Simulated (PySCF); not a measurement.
**Tin: a sound run and one with changed settings**

Sound run: Sn⁺ [Kr] 4d10 5s2 5p1, Sn²⁺ [Kr] 4d10 5s2. Computed with PySCF 2.14 in cc-pVDZ-PP with ECP28MDF (4s3p2d, 23 functions), with a scalar-relativistic core potential. The sound run starts from symmetry-adapted Hartree-Fock orbitals and uses a fine grid where one is needed.

Changed run: basis STO-3G, all-electron and non-relativistic. This setting is unsound on purpose.

```json
{"species": "Sn⁺", "method": "UHF", "sound run (hartree)": "-213.08277", "changed run (hartree)": "-5963.08043", "converged": "yes"}
{"species": "Sn⁺", "method": "TPSS", "sound run (hartree)": "-213.88921", "changed run (hartree)": "-5964.74444", "converged": "yes"}
{"species": "Sn⁺", "method": "r2SCAN", "sound run (hartree)": "-214.05173", "changed run (hartree)": "-5965.20303", "converged": "yes"}
{"species": "Sn²⁺", "method": "UHF", "sound run (hartree)": "-212.57873", "changed run (hartree)": "-5962.65016", "converged": "yes"}
{"species": "Sn²⁺", "method": "TPSS", "sound run (hartree)": "-213.36831", "changed run (hartree)": "-5964.28159", "converged": "yes"}
{"species": "Sn²⁺", "method": "r2SCAN", "sound run (hartree)": "-213.52404", "changed run (hartree)": "-5964.73952", "converged": "yes"}
```

Ionisation energy of Sn⁺:

```csv
method,sound run (eV),changed run (eV)
UHF,13.716,11.708
TPSS,14.174,12.595
r2SCAN,14.359,12.613
```

A minimal basis cannot let orbitals breathe on ionisation and holds almost no correlation. The Hamiltonian changed with the basis, so the totals do not compare.

For comparison, NIST gives 14.633 eV between the lowest levels.
